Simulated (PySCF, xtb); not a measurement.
C9H6N4, SMILES C12C=CN=C3N2C(N=CN=1)=CC=C3.

Geometry: B3LYP-D3(BJ)/def2-SVP.

Computed with C-PCM-B3LYP/def2-SVP run with PySCF.

The values are the electrostatic part of the solvation free energy, E(continuum) − E(gas) at the gas-phase geometry, in a cavity of scaled van der Waals radii (PySCF's table); cavitation and dispersion terms are not included. In vacuum the orbital gap is 3.02 eV. The dipole moment in vacuum is 1.33 D.

```json
[
 {"solvent": "water", "ε": "78.36", "ΔG(elec) (kcal/mol)": "-7.6", "dipole (D)": "1.93", "gap (eV)": "3.09"},
 {"solvent": "chlorobenzene", "ε": "5.70", "ΔG(elec) (kcal/mol)": "-6.2", "dipole (D)": "1.79", "gap (eV)": "3.07"},
 {"solvent": "ethanol", "ε": "24.85", "ΔG(elec) (kcal/mol)": "-7.3", "dipole (D)": "1.91", "gap (eV)": "3.08"}
]
```

For comparison, GFN2-xTB/ALPB(water) (xtb, at the GFN2-xTB geometry, all terms of that model) gives -7.2 kcal/mol.
